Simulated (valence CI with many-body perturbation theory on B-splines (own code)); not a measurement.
# Tm XXXI: what the settings do

Calculated by configuration interaction combined with many-body perturbation theory (CI+MBPT): three valence electrons over a frozen Dirac-Fock core [Kr], radial functions for each j: 6 s, 6 p, 5 d, 5 f, 1 g, with the one-electron correlation potential Σ1, the two-electron term Σ2, the three-electron term Σ3, Breit, model QED; selected CI, second order for the rest, scaled by the run's own slope (own B-spline code, finite nucleus).

No measured spectrum was set against this ion. As an estimate, large intervals hold to a few tenths of a per cent, small ones and those within an open d or f shell to about a per cent. Only levels of the ground parity were solved; by the run's estimate the other parity begins above the list, which can be wrong where configurations are misplaced.

The reference run has the lowest level (4d3/2^3) J=3/2 and an ionisation energy of 1158.51 eV. Its largest variational space holds 2468 state functions.

Levels are named by their leading jj configuration (3d3/2^4 stands for four electrons in 3d with j = 3/2), which in mixed levels can hold well under half, so a name can repeat and another be missing. Letters in brackets count levels of one name in rising energy.

Changed runs:
A. QED terms on → off; shift of the energy in Σ1 (hartree) 0 → -18.15
B. Breit term on → off; QED terms on → off
C. highest l with Σ1, explicit Σ2 and valence Breit (higher l get mean screening factors) 3 → 2
D. Davidson tolerance 2e-05 → 0.03 (bad on purpose)

Excitation energies of the reference run in cm⁻¹, and shifts in cm⁻¹:

```tsv
Level	Reference	A	B	C	D
(4d3/2^2 4d5/2) J=5/2 [a]	76531	+84430	+1959	-198	0
(4d3/2^2 4d5/2) J=3/2	95402	+81577	+1715	-24	0
(4d3/2^2 4d5/2) J=7/2	102570	+87304	+2488	-25	0
(4d3/2^2 4d5/2) J=9/2	106919	+84138	+2610	+67	0
(4d3/2^2 4d5/2) J=1/2	108646	+83273	+1879	+33	0
(4d3/2^2 4d5/2) J=5/2 [b]	160444	+92773	+2319	+432	0
(4d3/2 4d5/2^2) J=7/2 [a]	180525	+166776	+3913	-20	0
(4d3/2 4d5/2^2) J=9/2	190946	+170119	+4421	-6.5	0
(4d3/2 4d5/2^2) J=3/2 [a]	203985	+168275	+3652	+201	0
(4d3/2 4d5/2^2) J=1/2	211593	+169074	+3780	+184	0
(4d3/2 4d5/2^2) J=11/2	218501	+169431	+4749	+271	0
(4d3/2 4d5/2^2) J=5/2 [a]	221265	+162501	+3515	+354	0
Ionisation energy (eV)	1158.51	+11.79	+0.58	-0.07	0
```

No effect on these energies: D.
